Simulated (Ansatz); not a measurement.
Basis sets compared for Sn8 (the lowest singlet isomer of a short search). Total charge 0; singlet. Geometry PBE-D4/def2-SVP. Ansatz on 4 threads of Arm Neoverse V2 on a shared host; times are rough, and most runs start from earlier orbitals.

Cartesian coordinates in Å:
```
Sn 2.027 0.751 1.467
Sn 0.005 -0.264 -1.547
Sn -2.671 0.822 -0.776
Sn -1.979 -2.100 -0.283
Sn -1.068 0.067 1.776
Sn 2.764 0.385 -1.308
Sn -0.071 2.466 -0.067
Sn 0.994 -2.128 0.738
```

In the def2 sets Sn takes a core potential; there is no spin–orbit coupling. A triplet lies near this restricted singlet, and broken spin symmetry wasn't tried. The structure comes from a short search, and lower isomers may exist.

Binding counts from free atoms (Sn triplet) in the same basis, without a counterpoise term.

```csv
level,functions,energy (Eh),HOMO (eV),LUMO (eV),binding per atom (eV),wall time
PBE-D4/def2-SVP,208,-1714.7807,-4.55,-3.52,2.82,5 s
PBE0-D4/def2-SVP,208,-1714.8151,-5.21,-3.07,2.66,13 s
```

Question: Estimate the rows for PBE-D4/def2-TZVP, PBE0-D4/def2-TZVP.

Answer: 
```json
{"level": "PBE-D4/def2-TZVP", "functions": "400", "energy (Eh)": "-1714.8285", "HOMO (eV)": "-4.53", "LUMO (eV)": "-3.50", "binding per atom (eV)": "2.84", "wall time": "11 s"}
{"level": "PBE0-D4/def2-TZVP", "functions": "400", "energy (Eh)": "-1714.8598", "HOMO (eV)": "-5.16", "LUMO (eV)": "-3.03", "binding per atom (eV)": "2.69", "wall time": "47 s"}
```
